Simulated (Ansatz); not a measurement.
`FC(F)[C@H](F)[C@@H](F)C(F)(F)F` and `FC(F)C(F)C(F)(F)F` differ in one atom or group.

Ansatz, PBE0-D4/def2-TZVP geometries, multiplicity 1. Each molecule was computed in one conformer, which needn't be the lowest.

```tsv
property	`FC(F)[C@H](F)[C@@H](F)C(F)(F)F`
HOMO energy (PBE/def2-TZVPP) / eV	-8.22
zero-point energy (PBE0-D4/def2-TZVP) / kJ/mol	209.1
LUMO energy (PBE/def2-TZVPP) / eV	-0.22
LUMO energy (PBE0/def2-TZVPP) / eV	0.89
HOMO–LUMO gap (ωB97M-V/def2-TZVPP) / eV	15.11
LUMO energy (ωB97M-V/def2-TZVPP) / eV	2.68
```

(1) What does the change do to each property? (Best estimate.)

## Answers

(1) Ansatz gave: 
```tsv
property	`FC(F)C(F)C(F)(F)F`	shift
HOMO energy (PBE/def2-TZVPP) / eV	-8.37	-0.15
zero-point energy (PBE0-D4/def2-TZVP) / kJ/mol	154.4	-54.7
LUMO energy (PBE/def2-TZVPP) / eV	-0.28	-0.06
LUMO energy (PBE0/def2-TZVPP) / eV	0.83	-0.06
HOMO–LUMO gap (ωB97M-V/def2-TZVPP) / eV	15.24	0.13
LUMO energy (ωB97M-V/def2-TZVPP) / eV	2.61	-0.07
```

With PBE0 the HOMO falls by 0.18 eV and the LUMO falls by 0.06 eV, so the gap widens by about 0.12 eV. PBE moves the HOMO by -0.15 eV and ωB97M-V by -0.21 eV. The zero-point energy changes by -54.7 kJ/mol with -9 modes.
